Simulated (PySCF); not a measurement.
BH₃N, SMILES [BH]N (connectivity only; charge and spin as stated), charge +1, multiplicity 1. Heavy atoms are numbered as in [BH:1][NH2:2]. Hydrogens are named by the atom that carries them.

Coordinates come from a TPSSh-D3(BJ)/def2-TZVP optimisation. The spin state was assumed, not searched. The isomer is the one that the SMILES or the coordinates give; other isomers of the formula were not compared.

Computed with HF/pcSseg-2 in PySCF.

GIAO shieldings, no solvent; atoms alike by connectivity are averaged. δ = σ(ref) − σ: ¹¹B against BF3 (σ = 104.0 ppm); ¹⁵N against NH3 (σ = 262.2 ppm); ¹H against TMS (σ = 31.98 ppm), references at their B3LYP-D3(BJ)/def2-TZVP geometries, non-relativistic.

Computed chemical shifts:
| nucleus | atoms | count | δ (ppm) |
|---|---|---|---|
| ¹¹B | B1 (BH) | 1 | 45.9 |
| ¹⁵N | N2 (NH2) | 1 | 77.9 |
| ¹H | H on N2 | 2 | 7.03 |
| ¹H | H on B1 | 1 | 5.89 |
